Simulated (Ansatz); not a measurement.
## Tl2S3 in a box, plane waves

Ansatz 0.2.0, DFT PBE, spin-orbit coupling, plane waves, PAW, molecule in a box. The geometry was relaxed with Gaussian bases (TPSS; Tl def2-SVP with ECP60, S def2-SVP).

```yaml
crystal:
  lattice:
    - [9.16, 0.0, 0.0]
    - [0.0, 11.93, 0.0]
    - [0.0, 0.0, 16.48]
  atoms:
    - { symbol: Tl, position: [0.50065502, 0.49093713, 0.61564381] }
    - { symbol: Tl, position: [0.50065502, 0.49093713, 0.38405765] }
    - { symbol: S, position: [0.49126638, 0.62267896, 0.49985073] }
    - { symbol: S, position: [0.50875983, 0.37720034, 0.7266432] }
    - { symbol: S, position: [0.50875983, 0.37720034, 0.27305825] }
basis:
  ecutwfc: 420
  ecutrho_ratio: 4
kpoints:
  mp_grid: { grid: [1, 1, 1] }
hamiltonian:
  xc: pbe
scf:
  occupations: { method: gaussian, width: 0.01 }
output:
  forces: true
  eigenvalues: true
  populations: true
  write_density: true
  write_potential: true
  elf: true
  volumetric_format: npy
magnetization:
  noncollinear: true
  spin_orbit: true
```

Command:
```sh
ansatz run input.yaml --threads 2 --pin off --max-ram 5120MiB --backend cpu --events-out ev --progress --plain --runs-dir out
```
It took 16 s on 2 threads of Arm Neoverse V2, with other jobs on the host, peak memory 2.2 GiB.

Q: How does the SCF go?

A: 
```
SCF iter   1: F=—  HF=-25666.396259 eV  |F-HF|=—  |Δ(HF+E_count)|=         —  Δρ=1.32e-2
preconditioner: auto → Resta (q_TF=auto, 1.470 Å⁻¹)  ε∞=1.3  [insulator: Δε(μ)=2.850 eV  Ē_g=10.096 eV  σ=0.010 eV  W_gap=1.00  n_
spin=Noncollinear: Resta preconditioning applied to the charge; magnetization (m_x, m_y, m_z) channels mix plain (no charge-respon
SCF iter   2: F=—  HF=-25664.019990 eV  |F-HF|=—  |Δ(HF+E_count)|=    2.38e0  Δρ=6.46e-3
SCF iter   3: F=—  HF=-25663.808953 eV  |F-HF|=—  |Δ(HF+E_count)|=   2.11e-1  Δρ=3.84e-3
...
SCF iter   5: F=—  HF=-25663.734071 eV  |F-HF|=—  |Δ(HF+E_count)|=   1.33e-2  Δρ=5.50e-4
SCF iter   6: F=—  HF=-25663.733783 eV  |F-HF|=—  |Δ(HF+E_count)|=   2.88e-4  Δρ=1.33e-4
SCF iter   7: F=—  HF=-25663.733800 eV  |F-HF|=—  |Δ(HF+E_count)|=   1.67e-5  Δρ=3.83e-5
SCF iter   8: F=—  HF=-25663.733812 eV  |F-HF|=—  |Δ(HF+E_count)|=   1.22e-5  Δρ=1.43e-5
SCF iter   9: F=-25663.733811 eV  HF=-25663.733811 eV  |F-HF|=6.24e-9  |Δ(HF+E_count)|=   1.10e-6  Δρ=2.16e-6
```

Q: Which levels lie next to the highest filled one (eV, counted from it)?

A: Filled: -1.56, -1.56, -0.25, -0.25, -0.21, -0.21, -0.07, -0.07, 0.00, 0.00. Empty: 1.73, 1.73, 2.20, 2.20, 2.79, 2.79, 3.47, 3.47.

Q: What forces are left at this geometry, relaxed with Gaussian bases (eV/Å)?

A: 
```
Tl   0.00 -0.05  0.13
Tl   0.00 -0.05 -0.13
S    0.04 -0.67  0.00
S   -0.02  0.38 -0.55
S   -0.02  0.38  0.55
```

The forces come from the other functional as well as from the basis.

No frequency check is given that shows the relaxed geometry to be a minimum.
